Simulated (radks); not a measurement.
The molybdenum ion Mo+, 41 electrons, occupied as [Kr] 4d5. Calculated with a radial shooting solver on a logarithmic mesh with Libxc functionals: scalar-relativistic Kohn-Sham, LDA (Slater exchange, Perdew-Wang correlation), spin-unpolarised, spherical densities, point nucleus.

Normalised radial functions P(r) = r R(r), r in bohr:

r,4p,4d,5p
0.001381,0.0009,0.0000,0.0002
0.002161,0.0019,0.0000,0.0005
0.003355,0.0042,0.0000,0.0012
0.005252,0.0095,0.0001,0.0026
0.008154,0.0206,0.0002,0.0057
0.01276,0.0443,0.0009,0.0123
0.01982,0.0894,0.0029,0.0249
0.03102,0.1682,0.0094,0.0467
0.04816,0.2721,0.0277,0.0756
0.07538,0.3441,0.0746,0.0954
0.117,0.2423,0.1673,0.0666
0.1832,-0.1389,0.2958,-0.0399
0.2844,-0.5166,0.3485,-0.1428
0.4452,-0.2799,0.1519,-0.0683
0.6913,0.5588,-0.2941,0.1662
1.082,1.0180,-0.6917,0.2221
1.68,0.6465,-0.7219,-0.0875
2.629,0.1724,-0.4695,-0.4698
4.083,0.0166,-0.1899,-0.5269
6.39,0.0003,-0.0360,-0.2567
9.922,0.0000,-0.0023,-0.0475

4p: eigenvalue -45.461 eV, 2 radial nodes at r = 0.160, 0.524 bohr, <r> = 1.24 bohr, 90 % of the charge inside 1.84 bohr. 4d: eigenvalue -10.659 eV, 1 radial node at r = 0.527 bohr, <r> = 1.89 bohr, 90 % of the charge inside 3.08 bohr. 5p (empty): eigenvalue -6.066 eV, 3 radial nodes at r = 0.159, 0.511, 1.53 bohr, <r> = 4.07 bohr, 90 % of the charge inside 6.03 bohr.
